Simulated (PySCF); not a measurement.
Si(H)(OH)(NH2)2 (H₆N₂OSi), SMILES N[SiH](N)O. Atoms are numbered in the order given.

```xyz
10

Si     0.0175     0.0664    -0.3354
N     -0.2528    -1.6331    -0.2419
N      1.4382     0.6230     0.4750
O     -1.2582     0.8823     0.3758
H      0.1476     0.3632    -1.7908
H     -0.8895    -2.0559    -0.9123
H     -0.3736    -2.0691     0.6687
H      2.3502     0.2989     0.1657
H      1.4231     0.7089     1.4875
H     -1.1356     1.8375     0.4385
```

Coordinates come from a r2SCAN-D4/def2-SVP optimisation. The values are those of a single conformer.

The numbers are results of r2SCAN-D4/def2-SVP (PySCF), not measurements.

Frequencies are harmonic and unscaled.

```tsv
mode	ν (cm⁻¹)	IR (km/mol)	moving atoms (share of kinetic energy)
1	97	3.4	H 79 %, N 17 %
2	175	2.3	H 85 %, O 10 %
3	267	71.8	H 57 %, O 18 %, N 16 %, Si 8 %
4	290	26.8	H 54 %, N 23 %, O 12 %, Si 10 %
5	321	17.0	H 49 %, Si 27 %, N 14 %, O 10 %
6	387	158.3	H 72 %, O 17 %
7	436	130.4	H 64 %, N 32 %
8	454	207.2	H 58 %, N 37 %
9	716	18.0	H 89 %, N 10 %
10	749	5.1	N 43 %, H 39 %, O 15 %
11	793	110.9	H 77 %, N 12 %
12	830	100.1	H 48 %, O 41 %, Si 10 %
13	860	57.4	H 51 %, N 29 %, Si 18 %
14	892	47.3	H 49 %, N 31 %, Si 19 %
15	935	243.0	H 45 %, Si 34 %, N 11 %, O 10 %
16	972	234.9	H 57 %, Si 30 %, N 9 %
17	1541	38.7	H 90 %, N 10 %
18	1545	59.8	H 89 %, N 11 %
19	2228	181.8	H 97 %
20	3560	14.2	H 96 %
21	3568	18.0	H 96 %
22	3658	21.6	H 92 %, N 8 %
23	3666	23.6	H 91 %, N 9 %
24	3865	53.9	H 94 %
```
